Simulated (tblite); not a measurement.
Compound: C₇H₁₇P.
Geometry (GFN2-xTB, Å), atoms numbered from 1 in this order:
```xyz
25
C7H17P angstrom
C      2.1110    1.0171    0.6117
C      1.4369    0.1229   -0.4237
C      2.4654   -0.8156   -1.0503
P      0.0958   -0.9252    0.3816
C     -0.7350   -1.5285   -1.1617
C     -1.1299    0.3959    0.9335
C     -2.3109   -0.3070    1.6010
C     -1.6162    1.3734   -0.1295
H      2.9560    1.5401    0.1646
H      2.4802    0.4186    1.4430
H      1.4218    1.7619    1.0033
H      0.9967    0.7424   -1.2144
H      2.8745   -1.4831   -0.2936
H      3.2854   -0.2445   -1.4843
H      2.0201   -1.4203   -1.8371
H     -0.7877   -0.7557   -1.9267
H     -1.7362   -1.8736   -0.9120
H     -0.1752   -2.3794   -1.5454
H     -0.5949    0.9561    1.7107
H     -2.9071   -0.8456    0.8665
H     -2.9574    0.4174    2.0948
H     -1.9586   -1.0198    2.3450
H     -2.2604    2.1214    0.3322
H     -0.7892    1.8943   -0.6062
H     -2.1959    0.8612   -0.8939
```

All values are computed: GFN2-xTB (tblite) harmonic vibrations without scaling, gas phase. Against measured fundamentals such values can be off by several per cent, at times by over 20. One conformer, not necessarily the lowest.

Harmonic wavenumbers (cm⁻¹): 43.7, 58.8, 142.1, 164.9, 187.7, 194.8, 209.9, 228.8, 231.9, 248.2, 283.0, 294.7, 327.9, 354.4, 417.6, 439.8, 623.2, 656.6, 730.2, 860.0, 868.1, 925.0, 930.5, 935.2, 941.7, 980.9, 983.5, 1040.0, 1052.7, 1121.6, 1139.1, 1166.0, 1169.5, 1236.3, 1257.4, 1293.5, 1299.7, 1312.8, 1402.8, 1407.7, 1416.8, 1418.9, 1444.5, 1464.3, 1491.5, 1493.0, 1497.8, 1501.1, 1503.2, 1505.2, 1509.0, 1510.9, 2889.9, 2901.0, 2991.8, 3002.0, 3002.5, 3006.4, 3007.6, 3008.9, 3016.0, 3017.3, 3018.9, 3022.3, 3024.7, 3032.6, 3033.6, 3034.2, 3037.2.

A = 2365, B = 1145, C = 975.8 MHz; mass 132.107 u (most abundant isotopes); point group C1, symmetry number 1.

Problem. Zero-point energy?

Solution. ½Σν̃ = 48983 cm⁻¹ = 140.05 kcal/mol.

Problem. What is S at 500 K and 1 bar for an ideal gas of classical rigid rotors and harmonic oscillators?

Solution. Translation 43.14, rotation 30.73, vibration 61.87: S = 135.7 cal/(mol K).

Problem. And Cp and H(500 K) − H(0)?

Solution. Cp = 68.66 cal/(mol K), of which vibrations give 60.71 (their classical limit is 69 R = 137.1); H(500 K) − H(0) = 19.89 kcal/mol without the zero-point energy, 15.92 from vibrations.

Problem. Which modes carry the vibrational entropy at 500 K?

Solution. 43.7 cm⁻¹: 6.11; 58.8 cm⁻¹: 5.52; 142.1 cm⁻¹: 3.78; 164.9 cm⁻¹: 3.49; 187.7 cm⁻¹: 3.24; 194.8 cm⁻¹: 3.16 cal/(mol K); the other 63 give 36.57 together.

Problem. What must be added to the electronic energy to get the Gibbs energy at 500 K and 1 bar?

Solution. ZPE + [H(500 K) − H(0)] − T·S = 140.05 + 19.89 − 67.87 = 92.07 kcal/mol.

Hindered rotation and anharmonicity are outside this model. Other conformers, if any are populated, would add a mixing term that is left out. The structure is chiral; the term R ln 2 for an equal mix with its mirror image is left out.
